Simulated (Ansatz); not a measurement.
Method: frozen-core CCSD(T)/def2-TZVPP // TPSS-D3(BJ)/def2-SVP run with Ansatz (a first-principles code).

Ansatz 0.2 input:
```yaml
crystal:
  periodic: [false, false, false]
  atoms:
    - { symbol: W, position_ang: [0.102171, 0.218918, 0.261029] }
    - { symbol: F, position_ang: [-1.01004, -1.313297, 0.042709] }
    - { symbol: F, position_ang: [0.819908, -0.575239, 1.818216] }
    - { symbol: F, position_ang: [-0.667054, 0.943195, -1.306087] }
    - { symbol: O, position_ang: [-1.366921, 0.857495, 1.270083] }
    - { symbol: H, position_ang: [-2.207576, 0.393084, 1.431666] }
    - { symbol: O, position_ang: [1.305229, -0.784226, -0.801757] }
    - { symbol: H, position_ang: [1.154409, -1.671406, -1.174087] }
    - { symbol: O, position_ang: [1.177644, 1.707557, 0.471922] }
    - { symbol: H, position_ang: [1.728264, 2.492814, 0.590019] }
basis:
  gaussian: { orbitals: def2-TZVPP }
correlation:
  method: ccsd_t
```

Output:

```
Functional definition: HF
1859 factors; integrals over basis functions are off by at most 9.4e-4 eV
mean field evaluation 1: about -16082.5679 eV, gradient 8.8e1 eV
mean field evaluation 2: about -16082.8676 eV, gradient 8.9e1 eV
mean field evaluation 4: about -16095.2196 eV, gradient 7.9e0 eV
mean field evaluation 8: about -16095.4016 eV, gradient 6.3e-1 eV
mean field evaluation 16: about -16095.4034 eV, gradient 1.6e-6 eV
mean field -16095.40342821 eV, -591.4951661304 hartree, gradient 1.6e-6 eV, S^2 0.000000; 0 other end points of the search recorded, 0 dependent functions left out
6 core orbitals not correlated
reference -16095.40342821 eV, -591.4951661304 hartree; 28, 28 occupied and 250, 250 virtual orbitals, 1859 factors
second order -54.24128889 eV of doubles, -0.00000000 eV of singles
cycle   1  -50.89104194 eV  change     3.4e0 eV  update   2.8e-1
cycle   2  -52.66308422 eV  change    -1.8e0 eV  update   1.6e-1
cycle   3  -53.07407492 eV  change   -4.1e-1 eV  update   4.8e-2
cycle   4  -53.05747317 eV  change    1.7e-2 eV  update   1.9e-2
cycle   5  -53.02974038 eV  change    2.8e-2 eV  update   5.7e-3
cycle   6  -53.02773306 eV  change    2.0e-3 eV  update   2.3e-3
cycle   7  -53.02995341 eV  change   -2.2e-3 eV  update   1.3e-3
cycle   8  -53.02938230 eV  change    5.7e-4 eV  update   5.3e-4
cycle   9  -53.02919905 eV  change    1.8e-4 eV  update   2.8e-4
cycle  10  -53.02965052 eV  change   -4.5e-4 eV  update   1.3e-4
cycle  11  -53.02943471 eV  change    2.2e-4 eV  update   5.4e-5
cycle  12  -53.02935933 eV  change    7.5e-5 eV  update   1.9e-5
cycle  13  -53.02941095 eV  change   -5.2e-5 eV  update   7.7e-6
perturbative correction -2.37401251 eV, -0.0872433505 hartree
Total energy: -16150.80685166 eV, -593.5312043885 hartree
```

Cost: about 80 core-minutes (a rough figure).
